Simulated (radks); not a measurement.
Question: Isoelectronic series with 6 electrons, all held in the configuration [He] 2s2 2p2, which need not be the ground one along the series. All-electron calculation, Dirac Kohn-Sham, PBE, spin-unpolarised, spherical densities, finite nucleus; open shells fill j = l - 1/2 first; Fermi nuclear charge, rms radius of each element as measured or else 0.836 A^(1/3) + 0.57 fm. Program: a radial shooting solver on a logarithmic mesh with Libxc functionals. Total energies (hartree) and mean radii <r> (bohr):

ion    E (hartree)   2p1/2   2s1/2    1s1/2
C        -37.76524   1.799   1.572   0.2706
N+       -53.95474   1.275   1.245   0.2296
O2+      -73.16633   1.001   1.029   0.1993
F3+      -95.39775  0.8277  0.8767   0.1760
Ne4+    -120.65049  0.7066  0.7638   0.1576
Mg6+    -180.23385  0.5477  0.6075   0.1302
Al7+    -214.57387  0.4925  0.5511   0.1198
Si8+    -251.95365  0.4475  0.5042   0.1108
P9+     -292.37968  0.4100  0.4646   0.1032
S10+    -335.85906  0.3783  0.4308  0.09647
Cl11+   -382.39948  0.3512  0.4015  0.09057
Ar12+   -432.00929  0.3276  0.3759  0.08535
K13+    -484.69740  0.3070  0.3534  0.08069
Ca14+   -540.47328  0.2888  0.3333  0.07650
Sc15+   -599.34705  0.2726  0.3154  0.07271
V17+    -726.43186  0.2450  0.2847  0.06615
Cr18+   -794.66616  0.2332  0.2714  0.06328
Mn19+   -866.04496  0.2224  0.2593  0.06064
Fe20+   -940.58159  0.2125  0.2482  0.05821

Estimate the row of Ti16+.

Answer: E (hartree) -661.32945; 2p1/2 0.2581; 2s1/2 0.2993; 1s1/2 0.06928.
